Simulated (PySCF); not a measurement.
Positional isomers: propene silyl. Gas-phase values, no solvent. One relaxed conformer stands for each flexible species; it need not be the lowest. Strings in code marks are SMILES.

Quantity: electronic energy of isomers of C3H8Si relative to `C/C=C/[SiH3]`, in kcal/mol.

Level 1: PBE-D3(BJ)/def2-TZVP (PySCF)
Level 2: B3LYP/3-21G // PBE-D3(BJ)/def2-TZVP (PySCF)
Level 3: BP86/6-31G* // PBE-D3(BJ)/def2-TZVP (PySCF)
Level 4: HF/3-21G // PBE-D3(BJ)/def2-TZVP (PySCF)

```
species                               level 1  level 2  level 3  level 4
------------------------------------  -------  -------  -------  -------
`C=C(C)[SiH3]`                           1.44     1.27     1.95     1.16
`C=CC[SiH3]` (C–C–C–Si torsion 106°)     1.95     2.39     3.44     2.30
`C/C=C\[SiH3]`                           1.38     1.59     2.05     1.85
```
